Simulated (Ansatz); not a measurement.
Molecule: sum formula H4SiO4, net charge 0, singlet state. 
Structure (B3LYP-D3(BJ)/def2-TZVP (Ansatz, an electronic-structure program) minimum search):
SMILES: O[Si](O)(O)O
```xyz
9

Si     0.0000     0.0000     0.0000
O      1.0070    -0.0221    -1.2898
O     -1.4696     0.1493    -0.7044
O      0.1298    -1.3336     0.9396
O      0.3327     1.2064     1.0545
H      1.9177    -0.2768    -1.1241
H     -2.2079     0.3566    -0.1267
H     -0.1937    -2.1579     0.5689
H      0.4839     2.0782     0.6818
```

CCSD(T) with Ansatz in growing basis sets, 32 correlated electrons. Valence correlation only, unless marked. Open shells are spin-unrestricted. Spin-orbit coupling is left out. Non-relativistic. Costs are ratios of core time to the smallest set, on shared machines of one kind, and rough; they hold the program's checks for lower states.

| basis | functions | cost over smallest | E(corr) (Eh) | electronic atomisation energy (kcal/mol) |
|---|---|---|---|---|
| cc-pV(D+d)Z | 99 | 1× | -0.8784 | 795.5 |
| cc-pV(T+d)Z | 215 | 9× | -1.1273 | 871.4 |

Formally CCSD grows as o²v⁴ and (T) as o³v⁴; with o = 16 and v going from 74 to 190 both grow 43-fold in the last step, while integrals and the mean field grow more slowly. That step adds 248.9 mEh of correlation energy and 75.9 kcal/mol to the atomisation energy.
